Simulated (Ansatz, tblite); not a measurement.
Spin states of the cluster Sn₂Au (the lowest doublet isomer of a short search), each relaxed with B3LYP-D4/def2-TZVP in Ansatz. Electronic energies in the gas phase.

In the def2 sets Au, Sn take a core potential; there is no spin–orbit coupling. The xTB rows come from tblite. Correlated methods freeze 8 core orbitals; core or outer-core shells of Au, Sn are correlated, in sets that lack core-valence functions. The rows differ in basis, and correlated rows in double-zeta sets carry the largest basis error. The structure comes from a short search, and lower isomers may exist.

Doublet geometry (C2v within 0.1 Å):

```xyz
3

Au    0.023   -1.542   -0.287
Sn   -0.218    0.511    1.524
Sn    0.195    1.031   -1.237
```

Quartet geometry (C2v within 0.1 Å):

Cartesian coordinates in Å:
```
Au 0.627 0.662 1.026
Sn 0.135 0.871 -1.562
Sn -0.761 -1.533 0.536
```

Only these spin states were relaxed. Higher spins weren't run and may lie lower.

```tsv
level	quartet − doublet (kJ/mol)	lowest of these
revPBE-D4/def2-TZVP	77.3	doublet
r2SCAN-D4/def2-TZVP	74.0	doublet
B97M-V/def2-TZVP	91.2	doublet
r2SCANh-D4/def2-TZVP	75.2	doublet
PBE0-D4/def2-TZVP	83.7	doublet
r2SCAN0-D4/def2-TZVP	76.8	doublet
B2PLYP/def2-TZVP	95.5	doublet
MP2/def2-TZVP	96.4	doublet
CCSD(T)/def2-SVP	94.1	doublet
```

**Question.** Estimate the rows for GFN1-xTB, GFN2-xTB, HF/def2-SVP, HF/def2-TZVP, PBE-D4/def2-TZVP, RPA@PBE/def2-TZVP, MP2/def2-SVP, CCSD/def2-SVP.

**Answer.** 
```tsv
level	quartet − doublet (kJ/mol)	lowest of these
GFN1-xTB	174.1	doublet
GFN2-xTB	220.4	doublet
HF/def2-SVP	49.2	doublet
HF/def2-TZVP	46.1	doublet
PBE-D4/def2-TZVP	79.9	doublet
RPA@PBE/def2-TZVP	83.9	doublet
MP2/def2-SVP	93.9	doublet
CCSD/def2-SVP	88.5	doublet
```

The xTB methods have no term that favours high spin, so they put low spin too low.

**Question.** How do the metal–ligand distances follow the spin state?

**Answer.** 
```json
{"state": "doublet", "donor atoms": "2", "mean metal–ligand distance (Å)": "2.748", "range (Å)": "2.75–2.75", "Mulliken spin on the metal (PBE0)": "0.03"}
{"state": "quartet", "donor atoms": "2", "mean metal–ligand distance (Å)": "2.643", "range (Å)": "2.64–2.64", "Mulliken spin on the metal (PBE0)": "0.11"}
```

⟨S²⟩ at PBE0-D4/def2-TZVP: doublet 0.75 (pure 0.75), quartet 3.76 (pure 3.75). The unpaired electrons of the doublet sit mostly on the ligands. The unpaired electrons of the quartet sit mostly on the ligands.
